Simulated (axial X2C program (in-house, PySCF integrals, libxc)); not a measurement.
Potential curves of GeO, scalar-relativistic

All values were computed with an in-house relativistic program for diatomic molecules. Spin-free means the one-electron spin-free X2C Hamiltonian. Basis: Ge dyall-cv3z [9s9p7d4f1g], O dyall-av3z [7s6p3d2f] (cores contracted in-house); Gaussian nuclei, density fitting, unrestricted open shells. Masses: Ge 73.921 u, O 15.995 u.

State: M_S = 0, Λ = 0 (closed shell). Energies in cm⁻¹ from the fragments at the same level (Ge + O). Fits are polynomials in 1 − R0/R over 0.85 to 1.23 times the lowest point R0.

| R (Å) | CCSD | HF |
| --- | --- | --- |
| 1.4077 |  | -14120 |
| 1.4724 | -45106 | -21418 |
| 1.5209 | -48744 | -24271 |
| 1.5695 | -50705 | -25431 |
| 1.6180 | -51361 | -25280 |
| 1.6746 | -50879 | -23852 |
| 1.7313 | -49399 | -21429 |
| 1.8041 | -46480 | -17316 |
| 1.8931 |  | -11358 |
| 2.0225 |  | -1944 |

Correlated methods: 10 electrons correlated (number of frozen shells: Ge 3 s, 2 p, 1 d; O 1 s), 234 virtual spin orbitals or spinors in MP2, 88 natural virtuals in coupled cluster.

Occupations by symmetry block were frozen at the best pattern of an incomplete PBE0 search. The closed shell is kept restricted, so the energy runs too high when the bond is stretched far. De is counted from the lowest determinant-based energies of the atoms at the same level, without counterpoise correction. CCSD ran in a truncated set of natural virtual spinors with an MP2 remainder; without triples it tends to underbind. The T1 diagnostic is large, a sign of multireference character. With the outer-core shells frozen, correlated bond lengths of heavy atoms tend to come out a few hundredths of an ångström too long. Spin-free De lacks the spin–orbit lowering of the heavy p-block atom, a tenth of an eV or more for 4p and 5p, up to an eV for 6p and one to two eV for 7p atoms, less what an open-shell molecule gains itself. Coupled cluster ran on the points near the minimum only. MP2 and coupled cluster on one determinant become unreliable at the stretched end.

**Question.** What are Re, ωe and De at the CCSD level?

**Answer.** At CCSD, spin-free: Re = 1.624 Å, ωe ≈ 1030 cm⁻¹, De = 6.37 eV to Ge + O; Be follows as 0.486 cm⁻¹.

**Question.** What are Re, ωe and De at the HF level?

**Answer.** At HF, spin-free: Re = 1.587 Å, ωe ≈ 1140 cm⁻¹, De = 3.16 eV to Ge + O; Be follows as 0.509 cm⁻¹.
